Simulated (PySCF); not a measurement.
The complex [V(H2O)4]2+ (charge +2) contains V(II), shell d3. The structure is a model geometry with rigid ligands and bond lengths from ionic radii, not a minimum; coordination tetrahedral, point group D2d, metal–donor distances 2.03 Å.

```
13

V     0.000    0.000    0.000
O     1.172    1.172    1.172
H     0.956    2.052    1.504
H     2.052    0.956    1.504
O    -1.172   -1.172    1.172
H    -0.956   -2.052    1.504
H    -2.052   -0.956    1.504
O    -1.172    1.172   -1.172
H    -2.052    0.956   -1.504
H    -0.956    2.052   -1.504
O     1.172   -1.172   -1.172
H     2.052   -0.956   -1.504
H     0.956   -2.052   -1.504
```

Method (PySCF 2.14, density fitting): CASSCF(3,5) with orbitals averaged over all microstates of the shell, strongly contracted NEVPT2 on the averaged canonical orbitals; basis x2c-TZVPall on the metal, x2c-SVPall elsewhere; spin-free X2C; gas phase; spin-orbit coupling by state interaction with the mean-field operator over all roots.

(1) What is the ground state?

(2) List the excited states of the same spin.

(3) Which is the lowest state of another spin?

(4) Give the fitted ligand-field and repulsion parameters.

(5) What are the magnetic parameters?

The geometry is a model, and the complex may not exist in this form. The ground state is orbitally degenerate in this regular structure, which would distort (Jahn–Teller), so its moment is that of the undistorted model.

The job took 8.8 s on one thread of Arm Neoverse V1 (shared host), with 144 basis functions, launched as `OMP_NUM_THREADS=1 python lf_run.py task.json out`.

## Answers

(1) 4E (from 4T1) (S = 3/2, orbital degeneracy 2), with 1.9 electrons in the lower (e-type) set and 1.1 in the upper (t2-type) set, by NEVPT2.

(2) By NEVPT2: 4A2 (from 4T1) at 1327 cm⁻¹; 4B2 (from 4T2) at 2418 cm⁻¹; 4E (from 4T2) at 6419 cm⁻¹ (1558 nm); 4B1 (from 4A2) at 10590 cm⁻¹ (944 nm); 4E (from 4T1) at 14860 cm⁻¹ (673 nm); 4A2 (from 4T1) at 16272 cm⁻¹ (615 nm). The strongest, at 16272 cm⁻¹, has f = 1.5e-04.

(3) 2A1 (from 2E) at 7298 cm⁻¹ by NEVPT2; CASSCF alone puts it at 9739 cm⁻¹ above the same ground state.

(4) At CASSCF level (the NEVPT2 levels don't fit a ligand-field model well): orbital energies 0, 3416, 6603, 6603, 7615 cm⁻¹; 10Dq = 5233 cm⁻¹ (difference of the means of the two sets); B = 883 cm⁻¹; C = 3416 cm⁻¹; B over its free-ion value at the same level 0.915; rms of the fit 195 cm⁻¹; ζ = 162 cm⁻¹ (free ion 174).

(5) Degenerate or low-lying orbital states mix with the ground state, so no spin-only Hamiltonian applies. The lowest spin-orbit level is 2-fold, effective g = 1.08, 1.08, 3.75; the next lies at 55.7 cm⁻¹. μeff is 3.76 μB at 300 K and 2.29 μB at 10 K; the spin-only value is 3.88 μB.
